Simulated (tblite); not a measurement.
Compound: C6H14P2.
Cartesian coordinates in Å at the GFN2-xTB level; atoms count from 1:
```xyz
22
C6H14P2 angstrom
C     -3.1967   -0.2012    0.7069
C     -2.4207   -0.8698   -0.3730
C     -1.1364   -0.6552   -0.6319
P     -0.0876    0.4945    0.3185
P     -0.2091    2.1423   -1.1026
C      1.5784   -0.1875   -0.2261
C      2.6768    0.8247    0.0783
C      1.8359   -1.5058    0.4963
H     -3.9692    0.4360    0.2750
H     -2.5371    0.4084    1.3232
H     -3.6920   -0.9422    1.3337
H     -2.9789   -1.5731   -0.9812
H     -0.6481   -1.1878   -1.4409
H     -1.5468    2.3800   -0.7954
H      0.2214    3.0890   -0.1753
H      1.5418   -0.3644   -1.3096
H      2.6926    1.0606    1.1416
H      2.5119    1.7483   -0.4785
H      3.6511    0.4257   -0.2004
H      1.0408   -2.2223    0.2938
H      1.8790   -1.3428    1.5719
H      2.7826   -1.9379    0.1747
```

Method: GFN2-xTB as coded in tblite; computed harmonic values from a numerical Hessian at the method's own geometry, unscaled. Against measured fundamentals such values can be off by several per cent, at times by over 20. Modes of hydrogen on phosphorus can be 10 to 20 % off. One conformer, not necessarily the lowest.

Harmonic wavenumbers (cm⁻¹): 27.8, 68.6, 122.8, 126.8, 146.8, 161.0, 174.6, 208.2, 230.1, 241.4, 290.5, 314.2, 365.6, 412.7, 504.2, 523.5, 649.9, 695.9, 729.4, 747.2, 780.9, 904.3, 929.9, 937.6, 978.9, 982.0, 1036.3, 1041.8, 1070.3, 1130.0, 1131.6, 1166.0, 1213.3, 1239.6, 1290.7, 1306.8, 1394.4, 1404.3, 1417.0, 1461.3, 1472.2, 1487.1, 1491.3, 1498.8, 1500.0, 1673.9, 2255.9, 2317.0, 2875.8, 2989.4, 2991.1, 3001.2, 3007.6, 3009.9, 3010.4, 3011.8, 3013.2, 3017.6, 3024.9, 3030.8.

A = 1786, B = 1010, C = 725.9 MHz; mass 148.057 u (most abundant isotopes); point group C1, symmetry number 1.

**Question.** Zero-point energy?

**Answer.** ½Σν̃ = 39619 cm⁻¹ = 113.28 kcal/mol.

**Question.** Give the ideal-gas entropy at 500 K and 1 bar in the rigid-rotor, harmonic-oscillator model (classical rotation).

**Answer.** Translation 43.48, rotation 31.43, vibration 62.41: S = 137.3 cal/(mol K).

**Question.** And Cp and H(500 K) − H(0)?

**Answer.** Cp = 64.95 cal/(mol K), of which vibrations give 57.00 (their classical limit is 60 R = 119.2); H(500 K) − H(0) = 19.46 kcal/mol without the zero-point energy, 15.48 from vibrations.

**Question.** What must be added to the electronic energy to get the Gibbs energy at 500 K and 1 bar?

**Answer.** ZPE + [H(500 K) − H(0)] − T·S = 113.28 + 19.46 − 68.66 = 64.08 kcal/mol.

**Question.** Which modes carry the vibrational entropy at 500 K?

**Answer.** 27.8 cm⁻¹: 7.01; 68.6 cm⁻¹: 5.21; 122.8 cm⁻¹: 4.06; 126.8 cm⁻¹: 4.00; 146.8 cm⁻¹: 3.71; 161.0 cm⁻¹: 3.53 cal/(mol K); the other 54 give 34.87 together.

Hindered rotation and anharmonicity are outside this model. Other conformers, if any are populated, would add a mixing term that is left out. The structure is chiral; the term R ln 2 for an equal mix with its mirror image is left out.
